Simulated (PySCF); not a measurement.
BH4, SMILES [BH4-], charge -1.

The structure is a stationary point at ωB97X-D3(BJ)/def2-TZVPD.

Two levels are set side by side: PBE/def2-TZVPD (PySCF) and B3LYP/def2-TZVPD (PySCF). Same geometry, gas phase. Differences are taken from unrounded values.

| quantity | B3LYP |
|---|---|
| orbital gap (eV) | 5.71 |
| highest occupied level (eV) | -1.76 |
| lowest empty level (eV) | 3.96 |
| mean polarisability (bohr³) | 39.0 |

### Question
What does PBE give, and how far is it from B3LYP? (Estimate from the structure and the level; the computed values follow.)

### Answer

| quantity | PBE | PBE minus B3LYP |
|---|---|---|
| orbital gap (eV) | 4.47 | -1.25 |
| highest occupied level (eV) | -0.65 | 1.11 |
| lowest empty level (eV) | 3.82 | -0.14 |
| mean polarisability (bohr³) | 41.6 | 2.5 |

Without exact exchange PBE keeps part of each electron's self-repulsion, which lifts occupied levels and narrows the gap. PBE's more diffuse valence density responds more strongly to a field. Differences between two approximate levels are no errors against the true value.

Rough cost on one machine, each run with all the roots and properties that it gave: B3LYP against PBE within a factor of 2.
